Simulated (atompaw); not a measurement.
## Building the PAW (atompaw) potential for boron (LDA (PW92), scalar-relativistic).

The input file (atompaw 4.2.0.5):

```
B 5
LDA-PW scalarrelativistic loggrid 1500 logderivrange -3 5 201
2 2 0 0 0 0
2 0 1.5
2 1 1.5
0 0 0
c
v
v
1
3.00 2.95 2.40 2.25
y
1.1
n
y
2.5
n
modrrkj vanderbiltortho besselshape
bessel
1.45
1.45
3.00
3.00
PWSCFOUT
UPFDX 0.0125d0 UPFXMIN -7.d0 UPFZMESH 5.d0
END
```

Command:

```bash
atompaw < B.input > B.log
```

Output (summary file):

```
[... start of the log left out ...]
   2  1      1.5000000E+00 -2.8962506E-01

 Total energy
   Total                    :      -48.49261256003595
   Valence                  :      -10.21530247349898

 PAW parameters:
       lmax =            1
         rc =    3.0197718083114879
        irc =         1050
   rc_shape =    2.9544959959283794
    rc_vloc =    2.4093400745962392
    rc_core =    2.2564309096003878
   Vloc: truncated form - Vps(r)=A.sin(qr)/r for r<rc
   Projector type: modified RKKJ projectors + Vanderbilt ortho.
   Bessel compensation charge shape zeroed at   2.9545E+00

 Number of basis functions     4
 No.   n  nodes  l      Energy         Cp coeff         Occ
  1    2    1    0   -0.7074789E+00  0.5431949E+01  0.1500000E+01
  2  999    2    0    0.1100000E+01  0.8535314E-01  0.0000000E+00
  3    2    0    1   -0.2896251E+00  0.3716546E+01  0.1500000E+01
  4  999    1    1    0.2500000E+01  0.1628535E+00  0.0000000E+00

 Eigenvalues of overlap operator (in the basis of projectors):
    1       -1.60461318E+00
    2        2.87558719E-01
    3        9.27435860E-01
    4        4.29098349E+00

The overlap operator has at least one negative eigenvalue!
It might be not positive definite...
Program is stopping.
This probably means that your projectors are too similar
or that your PAW basis is incomplete.
Advice: try to change your input parameters (f.i. : reference energies).
```

The run stopped because the overlap operator built from these waves and projectors is not positive definite.

The run took about 0.43 s on one core of a shared server CPU.
